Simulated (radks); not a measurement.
Results of a calculation; reference values are marked as such.
Species: the ruthenium ion Ru4+. Configuration: [Kr] 4d4.

Level of theory: scalar-relativistic Kohn-Sham, HCTH/407, spin-polarised, spherical densities, finite nucleus; open shells are filled with parallel spins first (spin-orbit coupling, left out, can overturn this in heavy ions); Fermi nuclear charge, rms radius 4.4809 fm (a radial shooting solver on a logarithmic mesh with Libxc functionals).

Energy parts (Ry):
total: -9060.01628
kinetic: 9367.94805
electron-nucleus: -21701.57038
Hartree: 3543.53080
exchange-correlation: -269.92475

Orbitals (lengths in bohr, moments of r in powers of bohr; r(90%) holds 90 % of the orbital's charge):
| orbital | occ. | eigenvalue (Ry) | <1/r> | r(90%) |
|---|---|---|---|---|
| 1s up | 1 | -1615.646 | 45.84 | 0.0600 |
| 1s down | 1 | -1615.646 | 45.84 | 0.0600 |
| 2s up | 1 | -236.0491 | 10.37 | 0.225 |
| 2s down | 1 | -235.9899 | 10.37 | 0.225 |
| 2p up | 3 | -211.9713 | 10.06 | 0.207 |
| 2p down | 3 | -211.9265 | 10.06 | 0.207 |
| 3s up | 1 | -44.84548 | 3.600 | 0.593 |
| 3s down | 1 | -44.81858 | 3.599 | 0.593 |
| 3p up | 3 | -36.91894 | 3.429 | 0.607 |
| 3p down | 3 | -36.88723 | 3.429 | 0.606 |
| 3d up | 5 | -24.15983 | 3.204 | 0.609 |
| 3d down | 5 | -24.10735 | 3.204 | 0.608 |
| 4s up | 1 | -9.51408 | 1.362 | 1.45 |
| 4s down | 1 | -9.22163 | 1.372 | 1.45 |
| 4p up | 3 | -7.26562 | 1.231 | 1.60 |
| 4p down | 3 | -6.96039 | 1.236 | 1.61 |
| 4d up | 4 | -3.97392 | 0.9730 | 2.04 |

The highest occupied level is 4d up at -54.068 eV. The density falls to 0.001 e/bohr^3 at r = 2.95 bohr. The spin density at the nucleus is -4.364 e/bohr^3 (1s -0.104, 2s -1.531, 3s 0.737, 4s -3.465). Spin moment in Bohr magnetons: 4.

Empty levels of this run are not shown, since the potential may be unsettled where no density lies.
